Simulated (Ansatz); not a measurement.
Species: SnO$_{3}$, charge 0, multiplicity 1. 
Structure (B3LYP-D3(BJ)/def2-TZVP (Ansatz, a first-principles code) minimum search):
SMILES: [O]=[Sn]1[O][O]1
```xyz
4

Sn     0.0010    -0.1887     0.0008
O      0.0102    -2.0097     0.0081
O      0.7973     1.5984    -0.0330
O     -0.8135     1.5905     0.0201
```
Charge 0, spin multiplicity 1.

Basis-set convergence of Hartree-Fock and CCSD(T) correlation energies (hartree) with Ansatz. Cores are frozen in the correlated levels unless marked. Spin-orbit coupling is left out. Frozen are the shells of the preceding noble gas and the d and f shells that filled before the atom's block. Past Kr the def2 sets carry scalar-relativistic core potentials.

The Hartree-Fock reference is unstable (checked in the largest basis), which strains HF and MP2. The T1 diagnostic of CCSD in the largest basis is 0.030, which is high, so the coupled-cluster rows are less sure than usual.

```
basis       functions       E(HF)  E(corr, CCSD(T))  rough core time
----------  ---------  ----------  ----------------  ---------------
def2-SVP           68  -437.47929          -0.69789       under 20 s
def2-TZVPP        143           …                 …             23 s
```

Q: Some entries are withheld; supply them.

A: 
- def2-TZVPP, E(HF): -437.80370
- def2-TZVPP, E(corr, CCSD(T)): -0.86850
